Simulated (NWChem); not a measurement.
PbF2, singlet; SMILES [F][Pb][F]

```xyz
3

Pb     0.0000     0.0000     0.2912
F     -1.5280     0.0000    -1.0791
F      1.5280     0.0000    -1.0791
```
Atoms are numbered in this order, from 1.

Computed with NWChem. Low-valent species are run as closed-shell singlets; no triplet was tried in these runs. Geometry: optimised at PBE0/def2-SVP. def2 effective core potentials on Pb; no spin-orbit coupling. Static field.

### Question
Estimate the computed values for PBE/def2-SVPD. Quantities: isotropic polarisability (bohr³); anisotropy (bohr³).

### Answer
The isotropic polarisability (bohr³) comes out as 39.4 and the anisotropy (bohr³) is 12.8.
